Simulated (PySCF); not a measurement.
Computed IR spectrum (relative IR intensity) of a molecule GeH7NSi. The structure is a stationary point at PBE0-D3(BJ)/def2-SVP. The values are those of a single conformer. Level of theory: PBE0-D3(BJ)/def2-SVP in PySCF. Frequencies are harmonic and unscaled.

Lines under 2 % of the strongest are left out, and lines within 2 cm⁻¹ are merged.

ν (cm⁻¹): 149 (w), 333 (w), 431 (m), 473 (m), 781 (vs), 836 (vw), 864 (w), 886 (w), 893 (m), 912 (m), 917 (w), 1549 (w), 2127 (m), 2133 (m), 2137 (m), 2219 (m), 2229 (m), 3601 (w), 3698 (w) (against the strongest line: vs over 80 %, s over 45 %, m over 15 %, w over 4 %, vw less)

**Question.** Which structure fits?
A. [SiH3][NH][GeH3]
B. N[SiH2][GeH3]
C. [NH2][GeH2][SiH3]

**Answer.** B, N[SiH2][GeH3]
